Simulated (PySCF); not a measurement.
**Spinor energies of Ho³⁰⁺ (holmium, charge +30)**

Start: [Kr] 4d1; 4d5/2 filled at m_j = +5/2. Calculated with PySCF 2.14 in an even-tempered Gaussian basis (17 s from 2.8 bohr⁻², ratio 2.8; 14 p from 3.6 bohr⁻², ratio 2.8; 9 d from 3.6 bohr⁻², ratio 2.8; 3 f from 13 bohr⁻², ratio 3): generalised Hartree-Fock with the X2C-1e Hamiltonian and a Gaussian nucleus; one run each with spin-orbit coupling (SO) screened by Boettger's factors, then bare. This is a chosen level, not necessarily the ground level.

| spinor shell | electrons | ε, screened SO (eV) | ε, bare SO (eV) | weight of nominal j (bare SO) | rms radius, bare SO (bohr) |
| --- | --- | --- | --- | --- | --- |
| 1s1/2 | 2 | -57002.8 | -57002.0 | 1.000 | 0.0236 |
| 2s1/2 | 2 | -10589.4 | -10589.2 | 1.000 | 0.0953 |
| 2p1/2 | 2 | -10115.4 | -10137.0 | 1.000 | 0.0812 |
| 2p3/2 | 4 | -9253.7 | -9246.1 | 1.000 | 0.0881 |
| 3s1/2 | 2 | -3251.2 | -3251.2 | 1.000 | 0.243 |
| 3p1/2 | 2 | -3045.1 | -3049.7 | 1.000 | 0.233 |
| 3p3/2 | 4 | -2857.3 | -2855.7 | 1.000 | 0.247 |
| 3d3/2 | 4 | -2510.0 | -2514.4 | 1.000 | 0.219 |
| 4s1/2 | 2 | -1399.3 | -1399.2 | 1.000 | 0.512 |
| 4p1/2 | 2 | -1305.7 | -1307.1 | 0.999 | 0.516 |
| 4p3/2 | 4 | -1252.3 | -1251.8 | 0.999 | 0.542 |
| 4d5/2 | 1 | -1112.4 | -1111.6 | 1.000 | 0.536 |

Where does 3d5/2 lie, and what is the 3d spin-orbit splitting (bare SO)?

At -2467.5 eV, 46.975 eV above 3d3/2.

```json
{"quantity": "E (hartree)", "screened SO": "-12154.39165", "bare SO": "-12155.06179"}
{"quantity": "M_J", "screened SO": "5/2", "bare SO": "5/2"}
{"quantity": "⟨J²⟩", "screened SO": "8.752", "bare SO": "8.752"}
{"quantity": "⟨L²⟩", "screened SO": "6.054", "bare SO": "6.058"}
{"quantity": "⟨S²⟩", "screened SO": "0.803", "bare SO": "0.807"}
```

Each row is a mean over spinors that exchange with the open shell spreads, by up to 12.688 eV (4p3/2).

Breit and QED terms are absent; they matter most for the inner s and p1/2 levels.

Densities and radii are taken from the X2C orbitals without a picture-change correction, which distorts them close to the nucleus.
